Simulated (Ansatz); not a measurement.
`[NH2][Cd][O][SiH3]` + HCl → `[NH2][Cd][Cl]` + silanol  (ligand exchange at a Cd–O bond)

Program: Ansatz. Geometries: PBE0-D4/def2-TZVP. ΔE: electronic, gas phase. CCSD(T)/CBS adds triple-zeta CCSD(T) − MP2 to the extrapolated MP2 energy (def2 sets, frozen cores). This one scheme is used for every species. Functionals use def2-TZVPP. def2 core potentials past Kr. For Cd outer-core shells are correlated without core-valence functions, which leaves a few kJ/mol of doubt a bond. Each species was taken in one conformer, which may not be the lowest.

`[NH2][Cd][O][SiH3]`:

```xyz
9

N    -1.810   -2.315   -0.701
Cd   -0.617   -0.715   -0.619
O     0.554    0.849   -0.460
Si    1.305    1.630    0.744
H    -2.705   -2.089   -1.119
H    -1.406   -3.049   -1.272
H     2.292    0.759    1.452
H     2.039    2.804    0.195
H     0.349    2.125    1.780
```

HCl:

Z-matrix (Å, degrees):
```
Cl
H 1 1.279
```

`[NH2][Cd][Cl]`:

Cartesian coordinates in Å:
```
N -0.913 -0.543 0.353
Cd 0.737 0.538 -0.023
Cl 2.597 1.824 -0.266
H -1.672 -0.286 -0.269
H -0.748 -1.532 0.205
```

`O[SiH3]`:

```xyz
6

O     0.505    0.621   -1.001
Si   -0.002   -0.269    0.290
H    -0.085    1.296   -1.339
H    -0.264    0.588    1.479
H     1.096   -1.217    0.586
H    -1.250   -1.020   -0.016
```

```tsv
level	ΔE (kJ/mol)	difference from CCSD(T)/CBS
B97M-V	-91.3	1.3
PBE0-D4	-97.3	-4.7
PBE-QIDH	-96.2	-3.6
PBE	-92.5	0.1
revPBE	-93.1	-0.5
PBE0	-99.5	-6.9
BHLYP	-102.1	-9.5
HF/def2-TZVPP	-111.8	-19.2
SCS-MP2/def2-TZVPP	-83.6	9.0
HF/CBS(def2)	-110.7	-18.1
CCSD(T)/CBS	-92.6	0
```

Largest T1 diagnostic among the species: 0.015.

From PBE to PBE0 (25 % exact exchange), in def2-TZVPP and without D4, ΔE moves by −7.1 kJ/mol. The D4 term adds +3.8 kJ/mol with B3LYP and +2.2 kJ/mol with PBE0; it sums over pairs of atoms, weighted by their polarisabilities, and B3LYP, whose exchange is more repulsive, gets the larger term.

B3LYP here is the variant with VWN-RPA as its local correlation; programs differ in this.
